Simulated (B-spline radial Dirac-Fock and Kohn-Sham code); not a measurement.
Kohn-Sham estimates against Dirac-Fock for the levels of Gd³⁺

System: the Gd³⁺ ion, 1s2 2s2 2p6 3s2 3p6 3d10 4s2 4p6 4d10 4f5 5s2 5p6 6s2 (not the ground configuration).

The density-functional columns are spherical, spin-unpolarised Dirac-Kohn-Sham results without Breit or QED terms: −ε is minus the orbital energy of the initial state and ΔSCF the difference of two total energies. The reference in the last column comes from Dirac-Fock ΔSCF + Breit + QED. All numbers are from an atomic code on a B-spline grid, in eV; a selection of levels is shown. The Kohn-Sham columns are given as differences from the reference. For the 1s level of heavy atoms much of the gap between ΔSCF and the reference is the Breit and QED part, -215.7 eV here; for other levels the error of the functional can be larger.

| level | LDA −ε − DF | LDA ΔSCF − DF | Dirac-Fock |
| --- | --- | --- | --- |
| K | -257.8 | +202.1 | 50301.4 |
| L1 | -146.1 | -60.6 | 8448.6 |
| L2 | -107.8 | 0.0 | 7997.5 |
| L3 | -115.1 | -18.0 | 7310.0 |
| M1 | -74.8 | -46.8 | 1956.2 |
| M2 | -59.8 | -30.3 | 1761.7 |
| M3 | -58.8 | -31.1 | 1618.3 |
| M4 | -38.4 | -6.3 | 1286.5 |
| M5 | -39.1 | -7.6 | 1256.2 |
| N1 | -37.1 | -23.6 | 455.4 |
| N2 | -29.5 | -16.2 | 377.8 |
| N3 | -29.5 | -16.6 | 345.5 |
| N4 | -15.9 | -3.4 | 216.0 |
| N5 | -16.0 | -3.6 | 210.2 |
| N6,7 | -8.2 | +2.8 | 63.92 |
| O1 | -11.2 | -3.4 | 100.2 |
| O2 | -5.9 | +1.3 | 74.00 |
| O3 | -5.9 | +1.0 | 68.59 |
| P1 | -1.5 | +2.3 | 28.88 |

Values without a named source are computed, but for edge energies of neutral atoms, which are taken from tables.
